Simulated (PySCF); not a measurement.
**Magnetisability and related constants of 3-methylhexane, C₇H₁₆**

Computed with GIAO BHandHLYP/pcSseg-1 magnetisability, rotational g tensor and spin-rotation constants, non-relativistic, gas phase in PySCF. Geometry: GFN2-xTB.

Input:
```
{"job": {"kind": "mag", "xc": "BHandHLYP", "basis": "pcSseg-1", "isotopologues": 2}, "charge": 0, "multiplicity": 1}
C      3.310537     0.080866     0.258033
C      1.943854    -0.592218     0.206820
C      0.820421     0.431082     0.053844
C     -0.587954    -0.177102     0.085071
C     -0.838394    -1.054909    -1.138847
C     -1.629532     0.946108     0.179770
C     -3.037634     0.452956     0.493822
H      3.492173     0.643611    -0.655285
H      4.098196    -0.661619     0.364302
H      3.370443     0.767833     1.099639
H      1.786071    -1.164400     1.124300
H      1.928483    -1.292013    -0.629830
H      0.953950     0.976950    -0.883279
H      0.905347     1.154431     0.869179
H     -0.672605    -0.798891     0.983926
H     -1.839760    -1.475879    -1.114668
H     -0.134095    -1.881609    -1.174213
H     -0.732645    -0.470549    -2.050742
H     -1.639405     1.504296    -0.759377
H     -1.323547     1.637093     0.969153
H     -3.708702     1.298452     0.629028
H     -3.431248    -0.162922    -0.310137
H     -3.038705    -0.134582     1.409571
```
Coordinates are in Å.

Command: `OMP_NUM_THREADS=1 python excited_run.py task.json out`

Problem. Show the output.

Solution. Atoms count from 0.
```
coarse grid: 17528 points
cycle   1  E = -276.0846532531  dE =  6.628e-01  |g| = 3.657e-01  |ddm| = 3.874e+00
cycle   2  E = -276.1087888176  dE = -2.414e-02  |g| = 2.481e-01  |ddm| = 5.317e-01
cycle   3  E = -276.1245269613  dE = -1.574e-02  |g| = 3.966e-02  |ddm| = 2.376e-01
cycle   4  E = -276.1249524250  dE = -4.255e-04  |g| = 7.777e-03  |ddm| = 4.284e-02
cycle   5  E = -276.1249658535  dE = -1.343e-05  |g| = 2.130e-03  |ddm| = 8.160e-03
cycle   6  E = -276.1249669520  dE = -1.098e-06  |g| = 3.579e-04  |ddm| = 2.012e-03
final grid: 164408 points
cycle   7  E = -276.1657092234  dE = -3.170e-05  |g| = 4.182e-03  |ddm| = 2.154e-02
cycle   8  E = -276.1657106629  dE = -1.439e-06  |g| = 3.457e-03  |ddm| = 6.748e-03
cycle   9  E = -276.1657137442  dE = -3.081e-06  |g| = 1.427e-04  |ddm| = 2.947e-03
cycle  10  E = -276.1657137491  dE = -4.864e-09  |g| = 7.981e-05  |ddm| = 2.928e-04
cycle  11  E = -276.1657137506  dE = -1.518e-09  |g| = 1.435e-05  |ddm| = 7.922e-05
cycle  12  E = -276.1657137506  dE = -5.377e-11  |g| = 2.909e-06  |ddm| = 1.871e-05
converged SCF energy = -276.1657137506

Magnetisability tensor (1e-30 J/T^2)
    -1523.68      -24.18        4.73
      -24.18    -1451.71       -0.68
        4.73       -0.68    -1458.58
isotropic -1477.99   principal values   -1531.31  -1458.61  -1444.05
isotropic susceptibility -89.007 1e-6 cm^3/mol

Inertial axes            a          b          c
rot. const./GHz      5.7687     1.1083     1.0011
chi total           -91.458    -87.761    -87.801
chi diamagnetic    -348.936  -1277.447  -1403.570
chi paramagnetic    257.478   1189.686   1315.769
quadrupole/D A       -1.316      0.276      1.040
g nuclear            0.7115     0.6197     0.6189
g electronic        -0.6978    -0.6194    -0.6189
g total              0.0137     0.0002     0.0000

Spin-rotation constants (kHz, H = +C I.J)
atom  isotope        aa         bb         cc
  7     1H       -0.629     -0.127      0.022
  8     1H       -0.166     -0.093     -0.082
  9     1H       -0.634      0.020     -0.108
 10     1H       -0.631     -0.125      0.026
 11     1H       -0.634      0.028     -0.103
 12     1H       -0.641     -0.136      0.033
 13     1H       -0.629      0.033     -0.115
 14     1H       -0.633     -0.133      0.029
 15     1H       -0.012     -0.101     -0.101
 16     1H       -0.229     -0.068     -0.094
 17     1H       -0.690     -0.124      0.016
 18     1H       -0.660     -0.126      0.030
 19     1H       -0.594      0.023     -0.109
 20     1H       -0.280     -0.057     -0.097
 21     1H       -0.552      0.006     -0.105
 22     1H       -0.636     -0.127      0.021
  0    13C*       0.749      0.160      0.148
  1    13C*       0.899      0.182      0.144
  2    13C*       0.928      0.210      0.208
  3    13C*       0.949      0.228      0.159
  4    13C*       0.949      0.150      0.129
  5    13C*       0.963      0.178      0.181
  6    13C*       0.761      0.167      0.130
* in the singly substituted isotopologue

Isotopologues: g along a, b, c
2H    at 7,8,9,10,11,12     0.0097     0.0002     0.0000
13C   at 0                  0.0137     0.0002     0.0000
```

It took 26 s wall time on 1 thread of an AMD EPYC 9R45 96-Core, shared host, peak memory 0.99 GiB.
